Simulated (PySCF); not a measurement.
PySCF input for AlHI2, SMILES [AlH]([I])[I], B3LYP-D3(BJ)/def2-SVP. Coordinates come from a B3LYP-D3(BJ)/def2-SVP optimisation. The def2 effective core potentials stand for the cores of I; spin–orbit coupling is left out.

```python
import numpy as np
from pyscf import gto, scf, dft, df
from pyscf.hessian import thermo

mol = gto.M(
    atom='''
    Al    0.00000000    0.00000000   -1.09413157
    H     0.00000000    0.00000000   -2.66273873
    I     0.00000000   -2.13372644    0.15930612
    I     0.00000000    2.13372644    0.15930612
    ''',
    basis='def2-SVP',
    ecp={'I': 'def2-svp'},
    charge=0,
    spin=0,
    max_memory=1600,
    verbose=3,
)
mf = dft.RKS(mol, xc='b3lyp').density_fit(auxbasis='def2-universal-jkfit')
mf.disp = 'd3bj'
mf.grids.level = 3
mf.conv_tol = 1e-11
mf.max_cycle = 100
mf.kernel()

# [left out here: the lines that compute and print the analytic Hessian (its translational invariance restored by hand, since the grid's response is missing), thermochemistry and intensities]
```

Program output:

```
converged SCF energy = -838.683192406206

WARN: DFTD3 does not support analytical Hessian, using finite difference


WARN: Mole.unit (angstrom) is changed to Bohr

Mode                                 0                   1                   2
Irrep
Freq [cm^-1]                       78.5281            296.9737            409.6237
Reduced mass [au]                  58.8562             17.8153              1.1966
Force const [Dyne/A]                0.2138              0.9257              0.1183
Char temp [K]                     112.9845            427.2791            589.3572
Normal mode                   x     y     z       x     y     z       x     y     z
       0  Al                -0.00  0.00 -0.07    0.00  0.00  0.16   -0.08  0.00  0.00
       1   H                 0.00  0.00 -0.07   -0.00  0.00  0.16    0.91  0.00 -0.00
       2   I                 0.00  0.06  0.01   -0.00  0.03 -0.02    0.00 -0.00  0.00
       3   I                 0.00 -0.06  0.01   -0.00 -0.03 -0.02    0.00 -0.00 -0.00
Mode                                 3                   4                   5
Irrep
Freq [cm^-1]                      410.5449            627.4822           1987.4939
Reduced mass [au]                  11.2974              1.0782              1.0443
Force const [Dyne/A]                1.1219              0.2501              2.4305
Char temp [K]                     590.6828            902.8072           2859.5612
Normal mode                   x     y     z       x     y     z       x     y     z
       0  Al                 0.00  0.17 -0.00    0.00  0.05 -0.00    0.00 -0.00  0.04
       1   H                -0.00  0.24 -0.00   -0.00 -0.96 -0.00   -0.00  0.00 -0.98
       2   I                -0.00 -0.02  0.01   -0.00 -0.00 -0.00   -0.00  0.00 -0.00
       3   I                -0.00 -0.02 -0.01   -0.00 -0.00  0.00   -0.00 -0.00 -0.00
temperature 298.1500 [K]
pressure 101325.00 [Pa]
Rotational constants [GHz] 11.07118 0.43735 0.42073
Symmetry number 2
Zero-point energy (ZPE) 0.00868 [Eh]   22792.728 [J/mol]
                           tot       elec      trans        rot        vib
Entropy [J/mol/K]       328.424      0.000    179.101    117.441     31.882
Cv [J/mol/K]             56.433      0.000     12.472     12.472     31.490
Cp [J/mol/K]             64.748      0.000     20.786     12.472     31.490
Internal energy [J/mol]                      3718.434   3718.434  27901.749
Internal energy [Eh]   -838.66973  -838.68319
Enthalpy [J/mol]                             6197.391   3718.434  27901.749
Enthalpy [Eh]          -838.66879
Gibbs free energy [J/mol]                  -47201.579 -31296.556  18396.070
Gibbs free energy [Eh] -838.70608
mode   freq/cm-1   IR/(km/mol)
   1       78.53         0.881
   2      296.97        18.279
   3      409.62        64.821
   4      410.54        88.950
   5      627.48       272.792
   6     1987.49       129.313
max |gradient| / (hartree/bohr): 5.5200869922247424e-05
APT charges: [ 1.2571 -0.3341 -0.4616 -0.4616]
```

The run converged.

Cost: around 40 core-seconds (rough).
